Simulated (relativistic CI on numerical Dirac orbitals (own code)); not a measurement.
**L2,3 absorption of nickel in several valence states**

Computed multiplet spectra 2p⁶3dⁿ → 2p⁵3dⁿ⁺¹ (Dirac-Coulomb-Breit ions, Slater integrals scaled by 0.9, an assumed crystal field that grows with the charge, no charge transfer; 300 K; Lorentzian 0.4 eV and Gaussian 0.3 eV FWHM at both edges, so that L2 comes out sharper than in experiment). Peaks over 5 % are given in eV from the highest peak in the L3 region of each spectrum (height, largest 100). S of the lowest state is read from ⟨S²⟩, and the branching ratio is the share of L3, cut at the minimum between the edges.

Field parameters in Wybourne normalisation: Td as Oh with Dq negative (B⁴₀ = 21Dq, B⁴₄ = √(5/14) B⁴₀). The field is a parameter set, without covalency.

- Ni²⁺ (d8, Td, 10Dq = -6000 cm⁻¹): S = 1.00, branching ratio 0.90; peaks 0.0 (100), 0.6 (82), 2.9 (21), 18.4 (7), 19.1 (14)
- Ni⁴⁺ (d6, Td, 10Dq = -9550 cm⁻¹): S = 2.00, high spin, branching ratio 0.76; peaks -4.1 (11), -0.8 (96), 0.0 (100), 1.2 (64), 3.4 (34), 5.5 (15), 14.9 (13), 16.2 (29), 17.1 (25), 17.6 (27), 18.4 (29), 20.2 (11), 21.5 (9), 22.3 (7)

Problem. What spin state follows for Ni³⁺ in Td, 10Dq = -7800 cm⁻¹, and does its branching ratio lie nearer 2/3 or nearer 0.8?

Solution. Ni³⁺ (d7, Td, 10Dq = -7800 cm⁻¹): S = 1.50, high spin, branching ratio 0.76; peaks 0.0 (100), 0.7 (90), 1.4 (78), 1.8 (76), 2.7 (40), 3.8 (23), 4.7 (14), 5.5 (13), 17.1 (14), 17.9 (30), 18.7 (54), 21.3 (11), 22.4 (8). High-spin states, above all those with an unquenched orbital moment, raise the ratio above the statistical 2/3; low spin and nearly empty shells keep it near or below 2/3.

The centroid of the whole edge, which also moves with the branching ratio, lies at 856.7 (Ni²⁺), 862.4 (Ni³⁺), 865.9 (Ni⁴⁺) eV in this ionic model, in steps of 3.5 to 5.7 eV. Compounds show about 1 to 2 eV a unit and lower energies for the high valences, since ligands screen the charge. The multiplet shape follows the d count and the spin state, and so serves as a fingerprint of valence.
